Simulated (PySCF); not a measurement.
C₂H₁₀OSi₃.
SMILES with atom numbers: `[CH3:1][C:2](=[O:3])[SiH:4]([SiH3:5])[SiH3:6]` (hydrogens: H7, H8, H9 on C1; H10 on Si4; H11, H12, H13 on Si5; H14, H15, H16 on Si6)

Geometry (GFN2-xTB, Å), atoms numbered from 1 in this order:
```
atom  x, y, z in Å
C1    -1.6168   -1.8270   -0.8634
C2    -0.5622   -1.2473    0.0381
O3    -0.0987   -1.8673    0.9730
Si4    0.0780    0.5346   -0.2915
Si5    2.3322    0.3244   -0.8144
Si6   -0.5096    1.7875    1.5752
H7    -1.2435   -1.8293   -1.8855
H8    -1.8832   -2.8382   -0.5629
H9    -2.4960   -1.1865   -0.8319
H10   -0.6954    0.9678   -1.4788
H11    2.8832    1.6369   -1.1672
H12    3.1131   -0.1809    0.3138
H13    2.5942   -0.5610   -1.9540
H14    0.1758    1.3271    2.7819
H15   -1.9478    1.7786    1.8626
H16   -0.1308    3.1895    1.3708
```

Level of theory: CAM-B3LYP/def2-SVPD in PySCF (dipole) on a GFN2-xTB geometry, gas phase.

Masses are those of the commonest isotopes; rigid-rotor values at the optimised geometry. The values belong to one conformer with, in the numbering `[CH3:1][C:2](=[O:3])[SiH:4]([SiH3:5])[SiH3:6]`, C1–C2–Si4–Si5 -117°.

**Question.** Give the principal moments of inertia and the rotational constants in MHz.

**Answer.** Ia = 323.39, Ib = 352.02, Ic = 553.51 u·Å²; 505379 MHz·u·Å²/I gives A = 1563, B = 1436, C = 913.1 MHz.

**Question.** Classify the top.

**Answer.** An asymmetric top. Ray's parameter κ = (2B − A − C)/(A − C) = 0.609; −1 is the prolate and +1 the oblate limit.

**Question.** What does the inertial defect say?

**Answer.** Not planar: Δ = Ic − Ia − Ib = -121.90 u·Å². For a rigid frame Δ = −2 Σ m c², so Σ m c² = 60.95 u·Å² lies off the ab plane: 13.92 from hydrogen and 47.03 from heavier atoms. The atom farthest from that plane is 2.04 Å away.

**Question.** Give the other two planar moments, Paa and Pbb, and the rms extents of the mass along the axes.

**Answer.** Paa = Σ m a² = (Ib + Ic − Ia)/2 = 291.06 and Pbb = Σ m b² = (Ia + Ic − Ib)/2 = 262.44 u·Å². With the mass M = 134.00 u, the rms extents √(P/M) along a, b and c are 1.47, 1.40, 0.67 Å.

**Question.** Which types of transition are allowed, and where do some lines up to J = 3 fall?

**Answer.** The dipole components are |μa| = 0.05 D, |μb| = 0.00 D, |μc| = 2.51 D; the mirror of this Cs structure is the ac plane, so μb vanishes by symmetry and there are no b-type lines. The squared components, which scale the intensities, stand as 0.00 : 1.00 (a : c). Some lines, for components of 0.1 D or more:

| type | branch | J(Ka,Kc) | MHz | lower level (cm⁻¹) |
| --- | --- | --- | --- | --- |
| c | Q | 2(2,1) ← 2(1,1) | 381 | 0.274 |
| c | Q | 3(3,1) ← 3(2,1) | 760 | 0.568 |
| c | R | 1(1,0) ← 0(0,0) | 2998 | 0.000 |
| c | R | 2(1,1) ← 1(0,1) | 5870 | 0.078 |
| c | R | 2(2,0) ← 1(1,0) | 6017 | 0.100 |
| c | R | 2(2,1) ← 1(1,1) | 6124 | 0.083 |
| c | R | 3(2,1) ← 2(1,1) | 8819 | 0.274 |
| c | R | 3(1,2) ← 2(0,2) | 8917 | 0.221 |
| c | R | 3(2,2) ← 2(1,2) | 8995 | 0.222 |
| c | R | 3(3,0) ← 2(2,0) | 9074 | 0.301 |
| c | R | 3(3,1) ← 2(2,1) | 9198 | 0.287 |

**Question.** Estimate the classical rotational partition function at 50 K, 200 K and 500 K.

**Answer.** Point group Cs, symmetry number σ = 1; q = (√π/σ)·√((kT/h)³/(ABC)), k/h = 20836.6 MHz/K: 41600 at 50 K, 333000 at 200 K, 1320000 at 500 K.

No frequency check. No vibrational averaging or centrifugal distortion is included, and the geometry carries the error of its method. A rigid rotor knows nothing of internal rotation, which can split or shift real lines.

Hardware: one thread of an Arm Neoverse V2, no GPU, on a shared host. Cost: 52 s of wall time (grids of density and orbitals included), 0.98 GiB resident at most. This is the CAM-B3LYP/def2-SVPD job that gave the dipole, with the excitations it also computed.
